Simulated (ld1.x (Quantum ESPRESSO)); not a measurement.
Before and after: ultrasoft potential for chlorine (Cl)

ld1.x (Quantum ESPRESSO) 7.5 input, shortened:

```
&input
   title='Cl', zed=17., rel=1, dft='PBESOL', iswitch=3,
   config='[Ne] 3s1 3p6'
 /
 &inputp
   pseudotype=3, tm=.true., lloc=-1, rcloc=1.00,
   nlcc=.true.,
   which_augfun='PSQ', rmatch_augfun_nc=.true.
 /
4
3S  1  0   1.00   0.00  0.85  1.15  0.0
3S  1  0   0.00  -0.50  0.85  1.15  0.0
3P  2  1   6.00   0.00  0.90  1.15  0.0
3P  2  1   0.00   0.30  0.90  1.15  0.0
 &test
   configts(1)='3s1 3p6'
 /
```

Change: all radii but the core radius scaled by about 1.23 (s 1.42, p 1.42 bohr, rcut 1.06/1.12); local potential all-electron potential smoothed inside 1.24 bohr (lloc = -1).

Cutoffs: the cutoffs (Ry, on a coarse ladder) from which the occupation-weighted sum of valence levels, in a spherical-Bessel basis at the reference potential, stays within 10 and 1 mRy of its value at 400 Ry; they do not see the model core or the augmentation charge, which bear on the density cutoff. Errors are all-electron minus pseudo energies relative to the spin-unpolarised reference configuration.

Q: How do hardness, ghosts and transferability respond?

A: The potential gets softer (30 Ry and 70 Ry → 25 Ry and 45 Ry); of the 7 tests that both files solve, the error grows in 2 and shrinks in 1 by more than 15 % and 0.3 meV (median size 1.8 → 1.2 meV); neither file shows a bound ghost. A larger radius leaves more room for a smooth pseudo-wave, so fewer plane waves are needed.

| quantity | base | changed |
| --- | --- | --- |
| cutoff, loose | 30 Ry | 25 Ry |
| cutoff, tight | 70 Ry | 45 Ry |
| loose cutoff by channel (10 mRy a level) | s 25 Ry, p 12 Ry | s 8 Ry, p 18 Ry |
| bound ghosts | none | none |
| error for 3s2 3p5, meV [ΔE -12.11 eV] | +0.2 | 0.0 |
| error for 3s2 3p4, meV [ΔE 1.72 eV] | +1.8 | +1.2 |
| error for 3s2 3p3, meV [ΔE 27.12 eV] | +7.1 | +7.4 |
| error for 3s2 3p5.3, meV [ΔE -14.24 eV] | +0.2 | +0.1 |
| error for 3s2 3p1, meV [ΔE 117.57 eV] | +39 | +68 |
| error for 3s1 3p5, meV [ΔE 14.39 eV] | -0.8 | -0.7 |
| error for 3s2 3p2, meV [ΔE 65.37 eV] | +19 | +26 |
| lowest overlap eigenvalue by channel | s 0.53, p 0.75 | s 0.41, p 0.75 |
